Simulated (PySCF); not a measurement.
Compound: C₃H₇ClO₂S.
Atom-mapped SMILES: `[CH3:1][CH2:2][CH2:3][S:4](=[O:5])(=[O:6])[Cl:7]` (hydrogens: H8, H9, H10 on C1; H11, H12 on C2; H13, H14 on C3)

Geometry (PBE0-D3(BJ)/def2-SVP, Å), atoms numbered from 1 in this order:
```xyz
14
C3H7ClO2S angstrom
C     -3.3935    3.5206   -1.1723
C     -4.1714    2.7956   -2.2590
C     -5.0726    1.6781   -1.7674
S     -6.5451    2.1925   -0.8830
O     -7.3345    1.0185   -0.5844
O     -6.2290    3.1727    0.1342
Cl    -7.5389    3.2189   -2.4322
H     -2.7915    2.8153   -0.5777
H     -4.0641    4.0525   -0.4843
H     -2.7053    4.2529   -1.6182
H     -4.7766    3.5021   -2.8501
H     -3.4740    2.3289   -2.9743
H     -4.5788    1.0223   -1.0299
H     -5.4713    1.0494   -2.5763
```

Theory: TDDFT B3LYP/def2-SVPD, vertical, gas phase, core orbitals frozen in the response (PySCF).

Ground-to-excited transition dipoles (e·a0, same axes as the geometry; the sign carries no meaning), for the states with f of 0.002 or more among the lowest 6:

```csv
state,E (hartree),μx,μy,μz
S1,0.1948,-0.014,-0.159,-0.022
S2,0.2122,-0.249,0.104,-0.226
S3,0.2172,-0.475,0.159,-0.096
S4,0.2197,0.047,-0.200,0.025
S5,0.2516,0.123,0.223,-0.073
S6,0.2608,-0.135,0.103,-0.392
```

(1) Work out the oscillator strengths.

(2) What angle do the transition dipoles of S3 and S5 make?

(3) How is the summed strength of these states shared among x, y and z?

(4) What peak molar absorption coefficient would the strongest computed level give as a lone Gaussian band 0.4 eV wide at half height?

Answers

(1) f = (2/3) ΔE |μ|² with ΔE in hartree (27.2114 eV).

```csv
state,|μ|² (au),|μ| (D),f
S1,0.026,0.41,0.003
S2,0.124,0.89,0.018
S3,0.260,1.30,0.038
S4,0.043,0.52,0.006
S5,0.070,0.67,0.012
S6,0.183,1.09,0.032
```

(2) |cos θ| = |μa·μb| / (|μa| |μb|) = 0.12, so θ ≈ 83° (taken between 0 and 90°, since the signs are arbitrary).

(3) (2/3) Σ ΔE μα² gives 0.047 for x, 0.024 for y and 0.036 for z, 0.108 in all.

(4) ε(max) = 2.175×10⁸ f / FWHM, with the width in cm⁻¹. S3: 2.175×10⁸ × 0.0377 / 3226 ≈ 2500 L mol⁻¹ cm⁻¹.

One conformer stands for the species.
